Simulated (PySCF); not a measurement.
PySCF 2.14 output of an unrestricted r2SCANh calculation on a single atom or ion in ANO-RCC-VTZP, with the spin-free X2C one-electron Hamiltonian (Gaussian nucleus):

```
SCF conv_tol = 1e-09
number electrons alpha = 1  beta = 1
    M. Bursch, H. Neugebauer, S. Ehlert, and S. Grimme.,  J. Chem. Phys. 156, 134105 (2022)
cycle= 1 E= -22.0388411855408  delta_E= -0.000107  |g|= 0.00166  |ddm|= 0.00506
cycle= 2 E= -22.038841480595  delta_E= -2.95e-07  |g|= 7.99e-05  |ddm|= 0.000249
cycle= 3 E= -22.0388414814519  delta_E= -8.57e-10  |g|= 3.37e-06  |ddm|= 1.52e-05
converged SCF energy = -22.0388414814519  <S^2> = 2.220446e-16  2S+1 = 1
```

The run itself started from symmetry-adapted Hartree-Fock orbitals and held the occupation by maximum overlap, on a logarithmic radial grid, so the iterations belong to that start.

Task: Which element, charge and spin multiplicity is this?

Result: B³⁺ (boron, charge +3), multiplicity 1; the state was 1s2, closed-shell 1S.
